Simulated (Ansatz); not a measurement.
Computed with Ansatz on PBE0-D4/def2-TZVP structures; ΔE is electronic, products minus reactants. CCSD(T)/CBS is the MP2 limit (def2-TZVPP, def2-QZVPP) plus CCSD(T) − MP2 in def2-TZVPP, frozen cores. This one scheme is used for every species. DFT in def2-TZVPP. B3LYP here is the variant with VWN-RPA as its local correlation; programs differ in this. Each species was taken in one conformer, which may not be the lowest.

Consider the substitution at a C–S bond: `CO[SiH2]CS` + H–F → `CO[SiH2]CF` + H₂S.

(1) Is it downhill or uphill in electronic energy at CCSD(T)/CBS, and by how much? (Best estimate.)

(2) What do these levels give: PBE0-D4, ωB97X-V, ωB97M-V, PBE0, B3LYP, SCS-MP2/def2-TZVPP? (Best estimate.)

Largest T1 diagnostic among the species: 0.011.

## Answers

(1) Computed: Uphill: ΔE = +65.3 kJ/mol.

(2) The calculation gave: PBE0-D4 60.2, ωB97X-V 49.3, ωB97M-V 53.5, PBE0 55.1, B3LYP 40.1, SCS-MP2/def2-TZVPP 61.4 kJ/mol.

In def2-TZVPP, CCSD(T) changes the Hartree–Fock value by +24.2 kJ/mol (the triples alone add +3.6 kJ/mol) and MP2 by +37.9 kJ/mol. The D4 term adds +9.6 kJ/mol with B3LYP and +5.1 kJ/mol with PBE0; it sums over pairs of atoms, weighted by their polarisabilities, and B3LYP, whose exchange is more repulsive, gets the larger term. From PBE to PBE0 (25 % exact exchange), in def2-TZVPP and without D4, ΔE moves by +4.9 kJ/mol.
